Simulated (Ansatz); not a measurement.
A structure relaxed at PBE0-D4/def2-TZVP, charge 0, multiplicity 1:

```xyz
7

F    -1.3896   -1.6532    0.6798
Si   -0.7676   -0.6772   -0.4417
In    1.0136    0.9006    0.5599
H    -0.2032   -1.5489   -1.5106
H    -1.9054    0.0759   -1.0409
H     1.4409    0.8712    2.2310
H     1.8111    2.0316   -0.4774
```

(1) Give its formula and SMILES.

(2) Point group (tolerance 0.08 Å, 0.16 Å for H)?

(3) Summarise the bond lengths by kind.

Answers

(1) FH4InSi, `F[SiH2][InH2]`.

(2) Cs.

(3) 1 × F–Si 1.612 Å; 1 × In–Si 2.582 Å; 2 × H–Si 1.490 Å; 2 × H–In 1.725 to 1.729 Å.

Results of the Gaussian-basis code of Ansatz.
